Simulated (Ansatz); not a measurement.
Reaction (redistribution): `NC[SiH](N)O` + `FC1=N[SiH2]S1` → `NC[SiH](N)F` + `OC1=N[SiH2]S1`

Computed with Ansatz on PBE0-D4/def2-TZVP structures; ΔE is electronic, products minus reactants. CBS: MP2 limit from def2 TZ/QZ plus the TZ coupled-cluster correction, frozen cores. DFT in def2-TZVPP. B3LYP here is the variant with VWN-RPA as its local correlation; programs differ in this. One conformer a species, not always the lowest.

Question: Is it downhill or uphill in electronic energy at CCSD(T)/CBS, and by how much? (An estimate is asked.)

Answer: The calculation gave: Downhill: ΔE = -83.1 kJ/mol.

Question: What do these levels give: PBE, r2SCAN, PBE0, B3LYP, HF/def2-TZVPP, MP2/def2-TZVPP? (Estimate.)

Answer: Ansatz gave: PBE -78.9, r2SCAN -80.5, PBE0 -82.0, B3LYP -81.7, HF/def2-TZVPP -87.0, MP2/def2-TZVPP -84.6 kJ/mol.

Largest T1 diagnostic among the species: 0.015.

From PBE to PBE0 (25 % exact exchange), in def2-TZVPP and without D4, ΔE moves by −3.1 kJ/mol.
